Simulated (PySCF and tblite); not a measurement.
The numbers below are computed, except where a source is named.
CF3(CH2)2OH, C₃H₅F₃O, numbered as in [OH:1][CH2:2][CH2:3][C:4]([F:5])([F:6])[F:7].

First level. Search: ETKDG and KDG, MMFF94s, GFN2-xTB, 90 starts; geometries at PBE0-D3(BJ)/def2-SVP. Weights use B3LYP-D3(BJ)/def2-TZVP (IEF-PCM, chloroform) energies plus GFN2-xTB zero-point and thermal terms (modes under about 100 cm⁻¹ blended into free rotors). Symmetry numbers and mirror images are counted. Conformers within 3 kcal/mol (GFN2-xTB free energy) were kept, 8 at most. GIAO shieldings: wB97X-D/pcSseg-1 (IEF-PCM, chloroform). Shifts are against TMS (¹H), TMS (¹³C), CFCl3 (¹⁹F) at the same level. Programs: PySCF with density fitting and tblite.

It gives, at 298.15 K, with 5 conformers (largest weight 27 %): ¹H: 3.87 (H2, 2H), 2.19 (H3, 2H) ppm. ¹³C: 132.8 (C4), 59.1 (C2), 40.1 (C3) ppm. ¹⁹F: -73.3 (F5/F6/F7) ppm.

Second level: PBE0-D3(BJ)/def2-SVP geometries, energies PBE0-D3(BJ)/cc-pVDZ, shieldings PBE0/cc-pVDZ, on up to 4 of the same conformers.

How do the averaged shifts change?


```csv
signal,first,second,change (ppm)
H2,3.87,3.62,-0.25
H3,2.19,1.69,-0.50
C2,59.1,56.2,-2.9
C3,40.1,39.3,-0.8
C4,132.8,128.6,-4.2
F5/F6/F7,-73.3,-77.1,-3.7
```

The largest weight becomes 87 %.

H on N, O and S are left out: they exchange, and hydrogen bonds move them by several ppm. Unscaled ¹⁹F shifts at such levels can be off by tens of ppm; differences between conformers or isomers are more reliable. Shifts are unscaled: against experiment ¹³C can be off by 15 ppm or more and ¹H by 0.8 ppm.
